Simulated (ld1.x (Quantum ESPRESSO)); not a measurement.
## Pseudopotential generation for promethium (Pm): TM semilocal, LDA (PZ), scalar-relativistic.

```
Element                 : Pm (Z = 61)
Generator               : ld1.x (Quantum ESPRESSO) 7.5
Type                    : norm-conserving Troullier–Martins (semilocal form)
Functional              : LDA (PZ)
Relativity              : scalar-relativistic
Frozen core             : [Kr] 4d10
Valence charge          : 15
Reference configuration : 4f4 5s2 5p6 5d1 6s2 6p0
Partial waves           : 5s (bound): rc 1.35 bohr; 5d (bound): rc 3.20 bohr; 4f (bound): rc 1.45 bohr; 5p (bound): rc 2.60 bohr
Local potential         : the p channel
Core correction         : none
```

Occupied shells without a wave of their own: 6s. They enter only through the test configuration that unscreens the potential.

Poles of the logarithmic derivatives, all-electron (AE) and pseudo (PS). s: poles at -3.3, 1.1 (AE) and -3.3, 1.1 (PS) Ry. p: poles at -1.8, 2.1 (AE) and -1.8, 1.7 (PS) Ry. d: poles at 0.2, 3.8 (AE) and 0.2, 3.8 (PS) Ry. f: poles at -0.6, 2.3 (AE) and -0.6, 2.4 (PS) Ry. Test radius 3.52 bohr.

* Largest excitation error: -232 meV (all-electron minus pseudo) for 4f4 5s2 5p6 5d0 6s0 6p0, out of 7 test configurations

A Bessel basis up to 400 Ry misses an occupied level by 0.03 Ry, so cutoffs and ghosts were not judged.
